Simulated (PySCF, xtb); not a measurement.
CH8N2OSi, SMILES CN[Si@@H](N)O. One conformer was computed; it need not be the lowest.

Harmonic wavenumbers (cm⁻¹) from GFN2-xTB run with xtb at its own minimum, in rising order: 81, 83, 133, 158, 195, 239, 258, 287, 344, 507, 674, 732, 760, 770, 838, 900, 942, 1065, 1116, 1166, 1369, 1424, 1495, 1505, 1509, 2239, 2882, 2960, 3030, 3437, 3515, 3560, 3706.

**Question.** What does PySCF with B3LYP-D3(BJ)/def2-SVP give at its own minimum? (Estimate from the structure and the level; the computed values follow.)

**Answer.** 82, 148, 196, 225, 259, 293, 304, 371, 409, 500, 726, 769, 793, 838, 877, 924, 973, 1095, 1144, 1161, 1402, 1452, 1466, 1503, 1526, 2180, 2975, 3032, 3093, 3583, 3593, 3694, 3882. Paired by order, the mean absolute difference is 54 cm⁻¹ and the zero-point energies are 62.7 and 65.0 kcal/mol.
